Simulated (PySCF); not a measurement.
Input of a run (PBE0-D3(BJ)/def2-SVP geometry optimisation, gas phase (PySCF 2.14.0)), started from GFN2-xTB:
```
{"job": {"xc": "PBE0", "basis": "def2-SVP", "d3": "d3bj", "grid": 1, "maxiter": 30, "shake": 0.01, "kind": "geom"}, "charge": 0, "multiplicity": 1}
O     -3.100580     0.865400     0.213110
C     -2.383820    -0.033190     0.140390
F     -2.911950    -1.297760     0.135750
C     -0.883640    -0.023660     0.050260
C     -0.266440     1.202520     0.033080
C      1.107800     1.271130    -0.040980
C      1.843000     0.080090    -0.110410
Br     3.741810     0.159020    -0.229030
C      1.198630    -1.147400    -0.083160
C     -0.179360    -1.208940    -0.010200
H     -0.861150     2.108960     0.109820
H      1.630830     2.216060    -0.040450
H      1.754480    -2.049120    -0.169730
H     -0.696750    -2.158190    -0.006230
```

Output (energies in Eh, forces in Eh/bohr):
```
step   0  E = -3016.97930205  max force = 0.059752
step   1  E = -3016.98364196  max force = 0.020409
step   2  E = -3016.98418493  max force = 0.015807
step   3  E = -3016.98496872  max force = 0.003368
step   4  E = -3016.98472608  max force = 0.007814
step   5  E = -3016.98503083  max force = 0.005285
step   6  E = -3016.98508070  max force = 0.002493
step   7  E = -3016.98514322  max force = 0.001060
step   8  E = -3016.98514822  max force = 0.001290
step   9  E = -3016.98516855  max force = 0.000523
step  10  E = -3016.98517159  max force = 0.000107
optimisation converged
```

Q: Summarise the run.

A: The energy falls by 3.7 kcal/mol over 11 energy and gradient evaluations, the largest force component goes from 0.0598 to 1.1e-04 Eh/bohr, and the atoms move by 0.026 Å rms after alignment. The bond that changes most is O1=C2 (carbonyl oxygen to acyl halide carbon), which lengthens by 0.034 Å. Bonds longer at the end by more than 0.005 Å: 10 of 14; shorter: 3. Among the angles that change most is C5–C4–C10, from 122.5° to 119.9°. The energy rose by more than 1e-6 Eh at step 4. The first step brought 74 % of the lowering.

Q: What are the final bond lengths?

A: O1=C2 1.186 Å, C2–F3 1.342 Å, C2–C4 1.476 Å, C4–C5 1.400 Å, C5–C6 1.388 Å, C6–C7 1.397 Å, C7–Br8 1.881 Å, C7–C9 1.396 Å, C9–C10 1.390 Å, C4–C10 1.399 Å, C5–H11 1.092 Å, C6–H12 1.091 Å, C9–H13 1.091 Å, C10–H14 1.091 Å. Numbering counts from 1 in the input's order; the species is `O=C(c1ccc(Br)cc1)F`.

The run used 178 basis functions and 83 SCF cycles in all.

No PBE0-D3(BJ)/def2-SVP frequencies stand behind this structure, so it isn't proved a minimum. The numbers are those of one conformer.

The values belong to the conformer `[O:1]=[C:2]([F:3])[c:4]1[cH:5][cH:6][c:7]([Br:8])[cH:9][cH:10]1`: O1–C2–C4–C5 -1°.
